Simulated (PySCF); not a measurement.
## How methods differ on the interval between two levels of Ne(3+)

Ne(3+) [He] 2s2 2p3 [4S3/2, M_J = 3/2] → Ne(3+) [He] 2s1 2p4 [4P5/2, M_J = 5/2], as a difference of total energies. Calculation: PySCF 2.14, in x2c-TZVPall-2c with one added diffuse shell each of s, p, d type (6s4p3d1f, 40 functions); the two-component X2C-1e Hamiltonian. Correlated levels: 1s2 frozen. "Screened" scales the spin-orbit matrix elements by Boettger's factors to mimic the two-electron term; Breit and QED terms are absent.

```
                    method  interval between two levels (cm⁻¹)
           GHF (spin-free)                              185150
          GMP2 (spin-free)                              185330
 GHF (screened spin-orbit)                              184800
GMP2 (screened spin-orbit)                              184970
```

The labels give the starting determinants; with spin-orbit coupling the two ends relaxed to ⟨J²⟩ = 3.75, ⟨L²⟩ = 0.00, ⟨S²⟩ = 3.75 and ⟨J²⟩ = 8.75, ⟨L²⟩ = 2.00, ⟨S²⟩ = 3.75.
